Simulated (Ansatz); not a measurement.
Mulliken charges of CH$_{4}$AlClS$_{2}$ (`S[CH2][Al]([SH])[Cl]`) from PBE/def2-TZVPP in Ansatz (PBE0-D4/def2-TZVP geometry).

| atom | x (Å) | y (Å) | z (Å) | charge (e) |
| --- | --- | --- | --- | --- |
| S1 | 1.495 | -0.304 | 1.101 | -0.099 |
| C2 | 0.727 | -1.065 | -0.411 | -0.326 |
| Al3 | -0.572 | 0.349 | -0.222 | 0.437 |
| S4 | -2.516 | -0.042 | 0.680 | -0.268 |
| Cl5 | -0.163 | 2.248 | -1.037 | -0.255 |
| H6 | 2.103 | 0.720 | 0.477 | 0.138 |
| H7 | 1.460 | -1.162 | -1.207 | 0.127 |
| H8 | 0.396 | -2.053 | -0.090 | 0.124 |
| H9 | -2.842 | 1.262 | 0.692 | 0.122 |

Problem. By hand: the dipole of these point charges (1 e Å = 4.8032 D).

Solution. Σ q r = (0.259, -0.181, -0.004) e Å, of length 0.316 e Å = 1.52 D.

Problem. How does the dipole of the full density compare? (Estimate.)

Solution. Ansatz gave: (0.320, -0.203, -0.040) e Å, 1.83 D; the point charges give 0.83 times that, at 6° from its direction.

Point charges leave out the atoms' own dipoles, such as those of lone pairs, and Mulliken's split depends on the basis, so the two needn't agree.
